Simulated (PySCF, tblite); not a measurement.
A set of runs on `B[Si@H](C=C)O[SiH3]`; the geometry of each is named by its level. Settings lines and outputs come from a driver script.

Compound: C2H9BOSi2.
Atom-mapped SMILES: `[BH2:1][Si@H:2]([CH:3]=[CH2:4])[O:5][SiH3:6]` (hydrogens: H7, H8 on B1; H9 on Si2; H10 on C3; H11, H12 on C4; H13, H14, H15 on Si6)

Step 1: GFN2-xTB geometry optimisation, gas phase (tblite 0.8.0) (from a force-field or distance-geometry start)
```json
{"job": {"kind": "relax", "xc": "GFN2-xTB", "basis": "xTB"}, "charge": 0, "multiplicity": 1}
```
```
step      E/eV     max force
  0    -479.53599    2.870
  1    -479.79750    1.834
  2    -479.89967    1.078
...
149    -480.70216    0.041
150    -480.70220    0.028
151    -480.70224    0.029
152    -480.70227    0.013
153    -480.70229    0.006
```

Energy lowered by 26.9 kcal/mol over 153 steps; largest atomic force 0.006 eV/Å at the end. «max force» is the largest atomic force in eV/Å.

Hardware: one thread of an Arm Neoverse V1, shared host. Cost: 1.0 s.

Step 2: GFN2-xTB harmonic vibrations, gas phase (tblite 0.8.0) (on the GFN2-xTB geometry)
```json
{"job": {"kind": "ir", "xc": "GFN2-xTB", "basis": "xTB"}, "charge": 0, "multiplicity": 1}
```
```
(table of modes left out)
```

39 modes from -34 to 3094 cm⁻¹ (unscaled, harmonic, a negative number standing for an imaginary wavenumber); zero-point energy 60.9 kcal/mol from the real modes; the lowest is imaginary at this level.

Time: 0.49 s wall. Hardware: one thread of an Arm Neoverse V1, no GPU, shared host with 32 logical CPUs at a one-minute load of 8.8.

Step 3: TDDFT wB97X-D/def2-SVPD, vertical, gas phase, core orbitals frozen in the response (PySCF 2.14.0, density-fitted response routines) (on the GFN2-xTB geometry)
```json
{"job": {"kind": "uv", "xc": "wB97X-D", "basis": "def2-SVPD", "nstates": 8, "ntriplets": 3}, "charge": 0, "multiplicity": 1}
```
```
...
Static polarisability (au): isotropic 92.825, principal 77.805 91.194 109.477
Singlet excitations
state   eV       nm        f      main configurations
  1   4.0132    308.9   0.01554   H->L 0.78, H-1->L 0.08
  2   5.1626    240.2   0.00463   H-1->L 0.81, H->L 0.12
  3   5.6347    220.0   0.03433   H-2->L 0.49, H-5->L 0.40
  4   5.7798    214.5   0.03016   H-5->L 0.45, H-2->L 0.35, H-4->L 0.10
  5   6.4750    191.5   0.00153   H-1->L+1 0.66, H->L+1 0.13, H-3->L+1 0.10
  6   6.6268    187.1   0.00269   H-3->L 0.66, H-7->L 0.09
  7   6.9068    179.5   0.17370   H->L+1 0.72, H-1->L+1 0.11
  8   7.0041    177.0   0.03459   H-4->L 0.59, H-3->L 0.16
Triplet excitations (Tamm-Dancoff, eV): 3.2849 4.3593 4.9414
```

HOMO -9.49 eV, LUMO -0.64 eV; lowest singlet 4.01 eV; lowest triplet 3.28 eV (Tamm–Dancoff); mean polarisability 92.8 au.

Time: 34 s wall; peak memory 0.86 GiB. Hardware: an Arm Neoverse V1 with one thread, shared host with 32 logical CPUs at a one-minute load of 8.9.

Geometry of the electronic-property runs (GFN2-xTB):
```
atom  x, y, z in Å
B1    -1.4102   -1.5759    0.5651
Si2   -0.1401   -0.1016    0.7405
C3    -0.7606    1.4679   -0.1354
C4    -1.9146    2.0648    0.1157
O5     1.3109   -0.4278    0.0476
Si6    2.5539   -0.9491   -0.8332
H7    -1.2138   -2.5041   -0.1191
H8    -2.4343   -1.5473    1.1301
H9     0.2745    0.3055    2.1008
H10   -0.1124    1.8983   -0.8907
H11   -2.2339    2.9629   -0.3926
H12   -2.5991    1.6829    0.8564
H13    2.2439   -2.2978   -1.3122
H14    3.7118   -0.9486    0.0584
H15    2.7197   -0.0222   -1.9535
```

 GFN2-xTB frequencies show an imaginary mode (34i cm⁻¹), so this geometry is no minimum at that level. (This holds for the electronic-property runs.)

One conformer stands for the species.

Note: wB97X-D ran without an empirical dispersion term, which enters the total energy and its gradient alone.
